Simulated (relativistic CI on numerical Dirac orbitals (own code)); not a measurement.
**Radial parameters of Lu²⁰⁺**

Computed by Dirac-Coulomb-Breit CI, KLI orbitals optimised for each configuration, model QED (radiative potential, 1s self-energy scaled to tabulated hydrogen-like ionisation energies), unscaled Slater integrals (own radial code, finite nucleus).

Slater integrals F^k, G^k are unscaled and averaged over j, outside the closed core [Ar] 3d10 4p6 4d10; ζ comes from projecting the Hamiltonian with its Breit term on Σ l·s of the shell.

- 4s²4f⁵: F^2(4f,4f) = 200100, F^4(4f,4f) = 129320, F^6(4f,4f) = 94200, ζ(4f) = 5118.2 cm⁻¹; <r>(4f) = 0.5135, <r^2>(4f) = 0.3061 (bohr units).
- 4s²4f⁴5s: F^2(4f,4f) = 202780, F^4(4f,4f) = 131150, F^6(4f,4f) = 95573, ζ(4f) = 5286.2, G^3(4f,5s) = 32132 cm⁻¹; <r>(4f) = 0.5077, <r^2>(4f) = 0.2991, <r>(5s) = 0.8998, <r^2>(5s) = 0.9013 (bohr units).
- 4s²4f³5s²: F^2(4f,4f) = 205760, F^4(4f,4f) = 133210, F^6(4f,4f) = 97112, ζ(4f) = 5456.6 cm⁻¹; <r>(4f) = 0.5015, <r^2>(4f) = 0.2915 (bohr units).

Averages of the first 8 configurations, taken without configuration mixing, which lowers the lowest level and can move excited configurations by several eV; other configurations of the list can lie among them:

| Configuration | Parity | States | Average energy above the lowest level (eV) |
| --- | --- | --- | --- |
| 4s²4f⁵ | odd | 2002 | 15.2 |
| 4s²4f⁴5s | even | 2002 | 62.3 |
| 4s²4f³5s² | odd | 364 | 117.6 |
| 4s²4f⁴5p | odd | 6006 | 110.4 |
| 4s²4f³5s5p | even | 4368 | 163.3 |
| 4s²4f³5p² | odd | 5460 | 213.9 |
| 4s²4f⁴6s | even | 2002 | 256.9 |
| 4s4f⁶ | even | 6006 | 536.6 |
